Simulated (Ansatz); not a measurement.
The same ligand exchange along the group V, Nb, Ta.

Isolated molecules relaxed with PBE0-D4/def2-TZVP in Ansatz; ΔE leaves out vibrations. CBS: MP2 limit from def2 TZ/QZ plus the TZ coupled-cluster correction, frozen cores. This one scheme is used for every species. Functionals use def2-TZVPP. def2 core potentials past Kr. For Nb, Ta, V outer-core shells are correlated without core-valence functions, which leaves a few kJ/mol of doubt a bond. Scalar relativity is left out up to krypton. Each species was taken in one conformer, which may not be the lowest.

```tsv
reaction	CCSD(T)/CBS(def2) (eV)
`[O]=[V]([OH])([OH])[OH]` + H–F → `[O]=[V]([OH])([OH])[F]` + H₂O	-0.26
`[O]=[Nb]([OH])([OH])[OH]` + H–F → `[O]=[Nb]([OH])([OH])[F]` + H₂O	?
`[O]=[Ta]([OH])([OH])[OH]` + H–F → `[O]=[Ta]([OH])([OH])[F]` + H₂O	-0.75
```

Fill in the missing values. (Estimate.)

Ansatz gave: `[O]=[Nb]([OH])([OH])[OH]` + H–F → `[O]=[Nb]([OH])([OH])[F]` + H₂O: -0.37 eV.

Largest T1 diagnostic: 0.032, for `[O]=[V]([OH])([OH])[OH]`, so its coupled-cluster energy is less sure.
